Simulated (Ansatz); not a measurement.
Geometry optimisation, RKS PBE-D4/def2-SVP in Ansatz 0.2.0.

input.yaml

```yaml
crystal:
  periodic: [false, false, false]
  atoms:
    - { symbol: Ga, position_ang: [-1.012277, 1.914912, -1.115997] }
    - { symbol: "N", position_ang: [0.682839, -0.201544, 0.603839] }
    - { symbol: C, position_ang: [0.332756, -1.609483, 0.715632] }
    - { symbol: H, position_ang: [-2.438137, 1.24838, -1.257465] }
    - { symbol: H, position_ang: [-0.840078, 3.342567, -0.460041] }
    - { symbol: H, position_ang: [1.018691, 0.0408, -0.334237] }
    - { symbol: H, position_ang: [0.23669, 1.185597, -1.672317] }
    - { symbol: H, position_ang: [1.402295, 0.080523, 1.274362] }
    - { symbol: H, position_ang: [1.177388, -2.32902, 0.586729] }
    - { symbol: H, position_ang: [-0.128883, -1.809977, 1.702092] }
    - { symbol: H, position_ang: [-0.431283, -1.862755, -0.042597] }
basis:
  gaussian: { orbitals: def2-SVP }
hamiltonian:
  xc: pbe
  dispersion: d4
relax:
  f_tol: 0.03
  max_steps: 50
```

Command:

```bash
$ ansatz run input.yaml --threads 2 --pin off --max-ram 3072MiB --backend cpu --events-out ev --progress --plain --runs-dir out
```

Q: Where does it end, and by what steps?

A: It converged. The force dipped under the threshold on the way, but the program's further checks kept it going. After 22 steps the energy has fallen by 0.983 eV; H4 moved furthest, 1.37 Å. Joined: Ga1–N2.

```csv
step,energy less start (eV),largest force component (eV/Å),accepted
0,0.0000,0.535,yes
1,-0.1838,0.355,yes
2,-0.3717,0.612,yes
3,-0.5759,0.636,yes
4,-0.7535,0.722,yes
5,-0.8670,0.745,yes
6,-0.9284,0.362,yes
7,-0.9500,0.103,yes
8,-0.9507,0.404,yes
9,-0.9587,0.023,yes
10,-0.9557,0.494,no
11,-0.9619,0.094,yes
12,-0.9647,0.144,yes
13,-0.9625,0.297,no
14,-0.9683,0.086,yes
15,-0.9729,0.025,yes
16,-0.9771,0.054,yes
17,-0.9772,0.159,yes
18,-0.9807,0.061,yes
19,-0.9824,0.027,yes
20,-0.9828,0.051,yes
21,-0.9830,0.046,yes
22,-0.9833,0.029,yes
```

```xyz
11
Properties=species:S:1:pos:R:3
Ga -0.711 1.363 -0.714
N 0.595 0.064 0.409
C 0.217 -1.360 0.365
H -2.071 1.036 0.049
H 0.011 2.748 -0.401
H 1.549 0.202 0.047
H -0.496 0.714 -2.153
H 0.609 0.410 1.379
H 0.902 -2.010 0.950
H -0.813 -1.471 0.757
H 0.209 -1.698 -0.689
```

The run took 39 s on 2 threads of Arm Neoverse V1, on a shared host, peak memory 0.14 GiB.
